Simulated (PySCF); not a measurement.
# Computed structure and properties of TlH3(NH3)

System: TlH3(NH3) (singlet); start: template (C3v). Method: PySCF 2.14.0, RKS PBE0, Tl def2-SVP with ECP60, H def2-SVP, N def2-SVP; non-relativistic Hamiltonian with scalar-relativistic core potentials where named; density fitting; no spin-orbit coupling.

Input of the relaxation:

```python
mol = gto.M(atom='''
Tl     0.09803    -0.09803     0.09803
H      1.23543     1.03937     1.23543
H     -1.03937    -1.23543     1.23543
H      1.23543    -1.23543    -1.03937
N     -1.22407     1.22407    -1.22407
H     -1.83727     1.83727    -0.68707
H     -0.68707     1.83727    -1.83727
H     -1.83727     0.68707    -1.83727''',
    basis={'Tl': 'def2-SVP', 'H': 'def2-SVP', 'N': 'def2-SVP'},
    ecp={'Tl': 'def2-SVP'},
    charge=0, spin=0)
mf = dft.RKS(mol, xc='PBE0')
mf.grids.atom_grid = (50, 194)
mf = mf.density_fit()  # fitting sets: Tl def2-universal-JKFIT, H def2-universal-JKFIT, N def2-universal-JKFIT
mf.conv_tol = 1e-08; mf.max_cycle = 55
mf.kernel(dm0)  # dm0: converged density of the start geometry
# quasi-Newton relaxation in Cartesian coordinates to a largest gradient under 0.00045 Eh/bohr, steps kept in the point group
```

Run from Python with OMP_NUM_THREADS=2; the lines above give its settings. Where DIIS fails, smearing, a level shift and second-order steps follow.
It took 12 s on 2 threads of Arm Neoverse V1 (shared host), from the converged density of the start.

Course of the relaxation:

```csv
step,energy above end (eV),largest force component within the symmetry (eV/Å)
0,1.0511,2.177
1,0.4396,1.330
2,0.0431,0.353
3,0.0028,0.079
4,0.0007,0.027
5,0.0004,0.018
6,0.0000,0.004
```

Relaxed geometry (C3v):

```xyz
8

Tl    0.2804   -0.2804    0.2804
H     1.0692    1.0703    1.0692
H    -1.0703   -1.0692    1.0692
H     1.0692   -1.0692   -1.0703
N    -1.1908    1.1908   -1.1908
H    -1.7920    1.7920   -0.6298
H    -0.6298    1.7920   -1.7920
H    -1.7920    0.6298   -1.7920
```

```
     contact      Å
  Tl1–H2 (H)  1.752
  Tl1–H3 (H)  1.752
  Tl1–H4 (H)  1.752
Tl1–N5 (NH3)  2.548
```

On the finer grid (75, 302):

The HOMO is -7.17 eV. The LUMO is -0.19 eV, the dipole about the centre of mass is 4.46 D and the set of Mulliken populations of Tl1 outside the core potential is s 3.32, p 7.59, d 9.99. The D3(BJ) dispersion energy (not in the energies) is -0.097 eV.

```tsv
atom	Mulliken (e)	Löwdin (e)	spin (e)
Tl1	0.11	0.02	0.00
H2	-0.10	-0.10	0.00
H3	-0.10	-0.10	0.00
H4	-0.10	-0.10	0.00
N5	-0.24	0.01	0.00
H6	0.15	0.09	0.00
H7	0.15	0.09	0.00
H8	0.15	0.09	0.00
```

On the grid (50, 194), as all that follows. Harmonic modes: a minimum; lowest 114 cm⁻¹ (negative: unstable), highest 3655 cm⁻¹, zero-point energy 1.500 eV.

Taking off one H (charge -1, singlet; the rest: singlet) in vacuum, both parts rigid, costs 10.10 eV; the small basis without counterpoise inflates it. Most of it is the attraction of opposite charges; other ways to part are cheaper, and one spin state was tried for the rest.

Rigid scan of H along the line from its metal:

```
distance to H2 (Å)  energy (eV)
              1.45        0.798
              1.55        0.303
              1.65        0.065
              1.75        0.000
              1.85        0.050
              1.95        0.175
              2.15        0.554
              2.45        1.232
              2.85        2.090
              3.35        2.941
```

Taking off one NH3 (charge 0, singlet; the rest: singlet) in vacuum, both parts rigid, costs 0.83 eV; the small basis without counterpoise inflates it.

Rigid scan of NH3 along the line from its metal:

distance to N5 (Å), energy (eV) and a bar:
```
     2.25      0.255 ############
     2.35      0.096 #####
     2.45      0.021 #
     2.55      0.000 
     2.65      0.014 #
     2.75      0.050 ##
     2.95      0.151 #######
     3.25      0.310 ###############
     3.65      0.479 #######################
     4.15      0.618 ##############################
```

One start shape was tried, so this needn't be the lowest isomer.
